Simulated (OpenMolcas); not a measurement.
# Ionisation energies of arsenic

```json
{
 "Program": "OpenMolcas 26.06",
 "Basis": "ANO-RCC-VTZP [6s5p3d1f]",
 "Scalar Hamiltonian": "DKH2, point nucleus",
 "Spin-orbit coupling": "state interaction with AMFI integrals over the reference wave functions, term energies averaged over their components"
}
```

Active shells in each charge state: the valence s, p shells, with orbitals averaged over the low states. Where CASPT2's correlated closed shells are named, they are those of the first ion.

A. CASSCF
B. SS-CASPT2, IPEA 0.25 Eh, imaginary shift 0.1 Eh (closed shells correlated: 3s 3p 3d)

Energies in eV between the lowest computed levels (charge -1 gives the electron affinity), named as in B; reference values from the NIST Atomic Spectra Database with their kind.

| From | To | A | B | Spin-orbit share in B | Reference |
| --- | --- | --- | --- | --- | --- |
| As- 4s² 4p⁴ ³P₂ | As 4s² 4p³ ⁴S°_3/2 | -0.420 | 0.476 | +0.059 |  |
| As 4s² 4p³ ⁴S°_3/2 | As+ 4s² 4p² ³P₀ | 9.023 | 9.690 | -0.199 | 9.789 (measured) |
| As+ 4s² 4p² ³P₀ | As2+ 4s² 4p ²P°_1/2 | 17.642 | 18.335 | -0.015 | 18.589 (measured) |
| As2+ 4s² 4p ²P°_1/2 | As3+ 4s² ¹S₀ | 27.141 | 27.950 | +0.224 | 28.349 (measured) |
| As3+ 4s² ¹S₀ | As4+ 4s ²S_1/2 | 48.921 | 49.226 | +0.000 | 50.150 (measured) |
| As4+ 4s ²S_1/2 | As5+ 3d¹⁰ ¹S₀ | 61.675 | 61.960 | +0.000 | 62.770 (measured) |

Error against the reference values, in %:

```tsv
From	Reference	A	B
As	measured	-7.8	-1.0
As+	measured	-5.1	-1.4
As2+	measured	-4.3	-1.4
As3+	measured	-2.5	-1.8
As4+	measured	-1.7	-1.3
```

Mean absolute error over the 5 measured values: A 1.05 eV, B 0.50 eV. B lies closest.

No diffuse functions were added, so the electron affinity comes out too small, and without dynamic correlation a bound anion can come out unbound.

° marks odd parity.
